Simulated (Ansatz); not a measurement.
Basis-set extrapolation for C₄H₈O₃ (`COCCOC=O`) (PBE0-D4/def2-TZVP geometry, frozen core, the Gaussian-basis code of Ansatz). Multiplicity 1, RHF reference.

```tsv
	def2-TZVPP	def2-QZVPP
HF	-380.859052	-380.876592
MP2 correlation	-1.371369	-1.470832
CCSD(T) correlation	-1.465727	not run
```

Energies in hartree. Use E(X) = E(∞) + A·exp(−7.88·√X) for Hartree–Fock and E(X) = E(∞) + B·X^(−2.97) for correlation, with X = 3 and 4, and add CCSD(T) minus MP2 of the smaller set to the MP2 limit.

Question: What is the CCSD(T) energy at the basis-set limit?

Answer: HF limit: -380.876592 + (-0.017540) × 0.13774 = -380.87901. MP2 limit: -1.470832 + (-0.099463) × 0.74074 = -1.54451. Higher-order term: -1.465727 − (-1.371369) = -0.09436. Total: -382.51788 hartree, 507.0 kJ/mol below CCSD(T)/def2-TZVPP.
